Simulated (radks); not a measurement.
Question: The vanadium ion V2+, 21 electrons, occupied as [Ar] 3d3 (the NIST ground configuration). Calculated with a radial shooting solver on a logarithmic mesh with Libxc functionals: non-relativistic Kohn-Sham, OLYP, spin-unpolarised, spherical densities, point nucleus. Some entries of the table are withheld. Estimate them.

| orbital | occ. | eigenvalue (eV) | <1/r> (bohr^-1) |
|---|---|---|---|
| 1s | 2 | (1) | 22.52 |
| 2s | 2 | -612.6840 | 4.741 |
| 2p | 6 | (2) | (3) |
| 3s | 2 | (4) | 1.469 |
| 3p | 6 | -60.5976 | (5) |
| 3d | 3 | -21.4546 | 1.012 |

Answer: 
(1) 1s eigenvalue (eV): -5341.964
(2) 2p eigenvalue (eV): -519.6114
(3) 2p <1/r> (bohr^-1): 4.680
(4) 3s eigenvalue (eV): -85.9521
(5) 3p <1/r> (bohr^-1): 1.347
